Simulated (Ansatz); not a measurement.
Basis-set extrapolation for `N[SiH2]N1C[SiH2]1` (PBE0-D4/def2-TZVP geometry, frozen core, Ansatz). Multiplicity 1, RHF reference.

```tsv
	def2-TZVPP	def2-QZVPP
HF	-729.400168	-729.426540
MP2 correlation	-0.834120	-0.893068
CCSD(T) correlation	-0.918555	not run
```

Energies in hartree. Use E(X) = E(∞) + A·exp(−7.88·√X) for Hartree–Fock and E(X) = E(∞) + B·X^(−2.97) for correlation, with X = 3 and 4, and add CCSD(T) minus MP2 of the smaller set to the MP2 limit.

Q: What is the CCSD(T) energy at the basis-set limit?

A: HF limit: -729.426540 + (-0.026372) × 0.13774 = -729.43017. MP2 limit: -0.893068 + (-0.058948) × 0.74074 = -0.93673. Higher-order term: -0.918555 − (-0.834120) = -0.08444. Total: -730.45134 hartree, 348.2 kJ/mol below CCSD(T)/def2-TZVPP.
